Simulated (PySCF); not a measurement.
# Correlation energy of Mn(2+) (manganese, charge +2)

[Ar] 3d4 4s1, high-spin 6D determinant (an excited configuration). Calculation: PySCF 2.14, in x2c-TZVPPall (6s5p4d2f1g, 64 functions); scalar relativity by spin-free X2C-1e. Frozen: [Ne]; 13 electrons correlated.

```json
{"level": "CCSD", "correlation energy (mhartree)": "-368.08"}
{"level": "(T)", "correlation energy (mhartree)": "-6.58"}
{"level": "CCSD(T)", "correlation energy (mhartree)": "-374.66"}
```

Diagnostics: T1 = 0.0058, D1 = 0.0197, largest double amplitude 0.027.

Cost of the coupled-cluster step: of the order of 10 core-seconds, for 13 correlated electrons.

Iterations:

```
CC2 = 0
CCSD nocc = (np.int64(9), np.int64(4)), nmo = (59, 59)
frozen orbitals [[0, 1, 2, 3, 4], [0, 1, 2, 3, 4]]
max_cycle = 100
direct = 0
conv_tol = 1e-08
conv_tol_normt = 1e-06
diis_space = 8
diis_start_cycle = 0
Init t2, MP2 energy = -0.353723708544287
Init E_corr(UCCSD) = -0.35372370854628
cycle = 1  E_corr(UCCSD) = -0.363476034119575  dE = -0.00975232557  norm(t1,t2) = 0.0310037
cycle = 2  E_corr(UCCSD) = -0.367323527914952  dE = -0.0038474938  norm(t1,t2) = 0.0070541
cycle = 3  E_corr(UCCSD) = -0.367960189243577  dE = -0.000636661329  norm(t1,t2) = 0.00260851
cycle = 4  E_corr(UCCSD) = -0.368103382040119  dE = -0.000143192797  norm(t1,t2) = 0.000623153
cycle = 5  E_corr(UCCSD) = -0.368067871408376  dE = 3.55106317e-05  norm(t1,t2) = 0.000237859
cycle = 6  E_corr(UCCSD) = -0.368073016974209  dE = -5.14556583e-06  norm(t1,t2) = 7.20222e-05
cycle = 7  E_corr(UCCSD) = -0.36807572226743  dE = -2.70529322e-06  norm(t1,t2) = 1.66137e-05
cycle = 8  E_corr(UCCSD) = -0.368075343641543  dE = 3.78625887e-07  norm(t1,t2) = 4.34241e-06
cycle = 9  E_corr(UCCSD) = -0.368075290542715  dE = 5.30988275e-08  norm(t1,t2) = 9.44411e-07
cycle = 10  E_corr(UCCSD) = -0.368075303277937  dE = -1.27352223e-08  norm(t1,t2) = 5.63656e-07
cycle = 11  E_corr(UCCSD) = -0.36807531867779  dE = -1.53998524e-08  norm(t1,t2) = 9.56067e-07
cycle = 12  E_corr(UCCSD) = -0.368075315641828  dE = 3.03596137e-09  norm(t1,t2) = 1.0769e-07
UCCSD converged
E(UCCSD) = -1156.703393208377  E_corr = -0.3680753156418284
UCCSD(T) correction = -0.00658267428885535
```

This basis was not built for core-valence correlation, so the inner-shell part is incomplete.
